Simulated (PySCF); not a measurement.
Se(OH)(OMe) (CH₄O₂Se), SMILES CO[Se]O. The structure is a stationary point at B3LYP-D3(BJ)/def2-SVP. The structure was generated by enumeration, and PubChem lists no compound with its InChIKey, so it may never have been made. Other conformers were not sampled.

These are B3LYP-D3(BJ)/def2-SVP run with PySCF values and carry that method's errors.

Harmonic wavenumbers (cm⁻¹): 111, 139, 275, 325, 482, 600, 651, 1052, 1094, 1165, 1180, 1445, 1453, 1480, 3004, 3087, 3116, 3768. Rotational constants (GHz): 8.991, 3.505, 2.787; symmetry number 1.

Problem. Work out the zero-point energy and the ideal-gas rigid-rotor harmonic-oscillator thermochemistry at 298.15 K and 1 atm.

Solution. ZPE = ½ Σ hcν = ½ × 24429 cm⁻¹ = 146.12 kJ/mol. H − E(el) = 163.54 kJ/mol. Entropy in J/(mol K): translation 169.16, rotation 107.56, vibration 44.80, total 321.52. G − E(el) = 67.68 kJ/mol. Cp = 82.46 J/(mol K). Modes under 150 cm⁻¹ make the vibrational entropy uncertain.
